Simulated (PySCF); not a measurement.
ClFH$_{2}$NSi, ClH$_{4}$N$_{2}$Si, H$_{5}$N$_{2}$OSi, ClH$_{3}$NOSi (calculated)

Computed with PySCF 2.14.0. Calculation on a computer-drawn molecule: the log of a Hartree-Fock and frozen-core CCSD(T) single point meant for a local Hartree-Fock minimum, with one planted fault or none, to be diagnosed. Offsets are logged minus clean, where the clean run is the same molecule without the fault. The reference is restricted for singlets and unrestricted otherwise, and also for a bond in bohr or an excited solution. Adding or removing an electron swaps singlet and doublet. The excited solution moves the top pair (singlet) or top alpha electron (doublet) to the lowest empty orbital. Highest occupied and lowest empty are orbital energies over both spins, largest force is the largest gradient component, triples share is (T) over the correlation energy, the T1 limit is 0.02 restricted and 0.045 unrestricted, electrons count all cores, a negative frequency is imaginary (commonest isotopes), and the dipole is about the centre of nuclear charge.

Common to all runs: meant charge 1; meant multiplicity 1; meant basis cc-pV(D+d)Z; logged SCF converged yes; logged CC converged yes; logged SCF stable within its kind yes; possible faults no fault, one electron removed, one electron added, multiplicity raised by two, geometry at a saddle point, SCF held on an excited solution, minimal basis STO-3G, one bond length entered in bohr, all coordinates scaled.

(1) 
```xyz
6
formula=ClFH2NSi logged_electrons=47 logged_basis_functions=84 logged_spin_squared=0.7583 logged_highest_occupied=-25.202 logged_lowest_empty=-15.083 logged_largest_force=0.14039 logged_T1_diagnostic=0.028258 logged_D1_diagnostic=0.17007 logged_triples_share=0.025555 logged_dipole_magnitude=9.2779 logged_energy_HF=-902.73996 logged_energy_CCSD(T)=-903.31861 planted_fault=one_electron_removed HF_energy_offset_from_clean_run=385.7 CCSD(T)_energy_offset_from_clean_run=406.8
N     -0.7094     1.2048     0.1304
Si    -1.7057     1.5502     1.3524
F     -3.1108     2.0928     0.9871
Cl    -1.2643     1.3326     3.2281
H      0.2245     0.8476     0.2553
H     -0.9663     1.3283    -0.8373
```

Units: logged_highest_occupied, logged_lowest_empty in eV; logged_largest_force in hartree/bohr; logged_dipole_magnitude in debye; logged_energy_HF, logged_energy_CCSD(T) in hartree; HF_energy_offset_from_clean_run, CCSD(T)_energy_offset_from_clean_run in kcal/mol.

Drawn bonds:
```
atom  other atom  order
   1           2      1
   2           3      1
   2           4      1
   1           5      1
   1           6      1
```

(2) 
```xyz
6
formula=ClFH2NSi logged_electrons=49 logged_basis_functions=84 logged_spin_squared=0.7538 logged_highest_occupied=-5.1818 logged_lowest_empty=2.5417 logged_largest_force=0.13976 logged_T1_diagnostic=0.078431 logged_D1_diagnostic=0.54882 logged_triples_share=0.023524 logged_dipole_magnitude=3.8667 logged_energy_HF=-903.51049 logged_energy_CCSD(T)=-904.12828 planted_fault=one_electron_added HF_energy_offset_from_clean_run=-97.79 CCSD(T)_energy_offset_from_clean_run=-101.3
N     -0.7094     1.2048     0.1304
Si    -1.7057     1.5502     1.3524
F     -3.1108     2.0928     0.9871
Cl    -1.2643     1.3326     3.2281
H      0.2245     0.8476     0.2553
H     -0.9663     1.3283    -0.8373
```

Units: logged_highest_occupied, logged_lowest_empty in eV; logged_largest_force in hartree/bohr; logged_dipole_magnitude in debye; logged_energy_HF, logged_energy_CCSD(T) in hartree; HF_energy_offset_from_clean_run, CCSD(T)_energy_offset_from_clean_run in kcal/mol.

Drawn bonds:
```
atom  other atom  order
   1           2      1
   2           3      1
   2           4      1
   1           5      1
   1           6      1
```

Notes: T1 above single-reference limit.

(3) 
```xyz
8
formula=ClH4N2Si logged_electrons=48 logged_basis_functions=94 logged_spin_squared=0 logged_highest_occupied=-17.286 logged_lowest_empty=-2.2846 logged_largest_force=0.02144 logged_T1_diagnostic=0.012689 logged_D1_diagnostic=0.049827 logged_triples_share=0.026775 logged_dipole_magnitude=4.0352 logged_energy_HF=-859.54249 logged_energy_CCSD(T)=-860.15449 planted_fault=all_coordinates_scaled,by_+2.3_% HF_energy_offset_from_clean_run=3.181 CCSD(T)_energy_offset_from_clean_run=-0.2501
N     -1.3721    -3.5617     1.8080
Si    -1.7882    -1.9468     1.8149
N     -0.6807    -0.7396     2.1270
Cl    -3.6946    -1.4366     1.4331
H     -2.0520    -4.3100     1.6163
H     -0.4257    -3.9208     1.9915
H     -0.9326     0.2581     2.1319
H      0.3143    -0.9004     2.3330
```

Units: logged_highest_occupied, logged_lowest_empty in eV; logged_largest_force in hartree/bohr; logged_dipole_magnitude in debye; logged_energy_HF, logged_energy_CCSD(T) in hartree; HF_energy_offset_from_clean_run, CCSD(T)_energy_offset_from_clean_run in kcal/mol.

Drawn bonds:
```
atom  other atom  order
   1           2      1
   2           3      1
   2           4      1
   1           5      1
   1           6      1
   3           7      1
   3           8      1
```

(4) 
```xyz
9
formula=H5N2OSi logged_electrons=40 logged_basis_functions=29 logged_spin_squared=0 logged_highest_occupied=-15.281 logged_lowest_empty=1.3662 logged_largest_force=0.035093 logged_T1_diagnostic=0.017276 logged_D1_diagnostic=0.079018 logged_triples_share=0.032672 logged_dipole_magnitude=1.514 logged_energy_HF=-469.71864 logged_energy_CCSD(T)=-469.92941 planted_fault=minimal_basis_STO-3G HF_energy_offset_from_clean_run=3628 CCSD(T)_energy_offset_from_clean_run=3901
N      0.0845    -1.8321    -2.2863
Si    -0.8859    -0.7600    -1.5281
N     -2.1686    -1.2268    -0.6396
O     -0.6459     0.7886    -1.6057
H      0.8828    -1.5713    -2.8377
H     -0.0479    -2.8279    -2.2534
H     -2.4489    -2.1795    -0.4932
H     -2.7655    -0.5642    -0.1750
H      0.0125     1.3051    -2.0524
```

Units: logged_highest_occupied, logged_lowest_empty in eV; logged_largest_force in hartree/bohr; logged_dipole_magnitude in debye; logged_energy_HF, logged_energy_CCSD(T) in hartree; HF_energy_offset_from_clean_run, CCSD(T)_energy_offset_from_clean_run in kcal/mol.

Drawn bonds:
```
atom  other atom  order
   1           2      1
   2           3      1
   2           4      1
   1           5      1
   1           6      1
   3           7      1
   3           8      1
   4           9      1
```

(5) 
```xyz
9
formula=H5N2OSi logged_electrons=40 logged_basis_functions=90 logged_spin_squared=2.0128 logged_highest_occupied=-9.8231 logged_lowest_empty=-6.6297 logged_largest_force=0.17671 logged_T1_diagnostic=0.097244 logged_D1_diagnostic=0.58654 logged_triples_share=0.03217 logged_dipole_magnitude=6.3874 logged_energy_HF=-475.26062 logged_energy_CCSD(T)=-475.89803 planted_fault=multiplicity_raised_by_two HF_energy_offset_from_clean_run=150.3 CCSD(T)_energy_offset_from_clean_run=156.1
N      0.0845    -1.8321    -2.2863
Si    -0.8859    -0.7600    -1.5281
N     -2.1686    -1.2268    -0.6396
O     -0.6459     0.7886    -1.6057
H      0.8828    -1.5713    -2.8377
H     -0.0479    -2.8279    -2.2534
H     -2.4489    -2.1795    -0.4932
H     -2.7655    -0.5642    -0.1750
H      0.0125     1.3051    -2.0524
```

Units: logged_highest_occupied, logged_lowest_empty in eV; logged_largest_force in hartree/bohr; logged_dipole_magnitude in debye; logged_energy_HF, logged_energy_CCSD(T) in hartree; HF_energy_offset_from_clean_run, CCSD(T)_energy_offset_from_clean_run in kcal/mol.

Drawn bonds:
```
atom  other atom  order
   1           2      1
   2           3      1
   2           4      1
   1           5      1
   1           6      1
   3           7      1
   3           8      1
   4           9      1
```

Notes: T1 above single-reference limit.

(6) 
```xyz
7
formula=ClH3NOSi logged_electrons=48 logged_basis_functions=89 logged_spin_squared=0 logged_highest_occupied=-18.222 logged_lowest_empty=-2.5003 logged_largest_force=2.212e-05 logged_lowest_frequency=246.98 logged_T1_diagnostic=0.012532 logged_D1_diagnostic=0.046006 logged_triples_share=0.024571 logged_dipole_magnitude=4.7254 logged_energy_HF=-879.37382 logged_energy_CCSD(T)=-879.98863 planted_fault=no_fault HF_energy_offset_from_clean_run=0 CCSD(T)_energy_offset_from_clean_run=0
N     -1.5323     0.0605    -0.5733
Si    -0.4719     1.2836    -0.7082
O      0.7679     1.4557     0.2236
Cl    -0.7152     2.6368    -2.0926
H     -2.3287    -0.0392    -1.1812
H     -1.4714    -0.6715     0.1145
H      1.1052     0.9508     0.9552
```

Units: logged_highest_occupied, logged_lowest_empty in eV; logged_largest_force in hartree/bohr; logged_lowest_frequency in cm⁻¹; logged_dipole_magnitude in debye; logged_energy_HF, logged_energy_CCSD(T) in hartree; HF_energy_offset_from_clean_run, CCSD(T)_energy_offset_from_clean_run in kcal/mol.

Drawn bonds:
```
atom  other atom  order
   1           2      1
   2           3      1
   2           4      1
   1           5      1
   1           6      1
   3           7      1
```
